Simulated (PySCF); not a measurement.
Computed IR spectrum (relative IR intensity) of a molecule C3H2F3, multiplicity 2. Coordinates come from a PBE0-D3(BJ)/def2-SVP optimisation. Other conformers were not sampled. All values below come from PySCF with PBE0-D3(BJ)/def2-SVP. No scaling factor is applied to the harmonic values.

Lines under 2 % of the strongest are left out, and lines within 2 cm⁻¹ are merged.

ν (cm⁻¹): 565 (vw), 610 (vw), 931 (w), 989 (vw), 1216 (vs), 1246 (vs), 1272 (vs), 1386 (m), 1802 (w) (against the strongest line: vs over 80 %, s over 45 %, m over 15 %, w over 4 %, vw less)

Task: Which molecule gave these data?
A) [CH]=CC(F)(F)F
B) C=C(F)[C](F)F
C) C=[C]C(F)(F)F
D) F/C=C/[C](F)F

Result: C, C=[C]C(F)(F)F
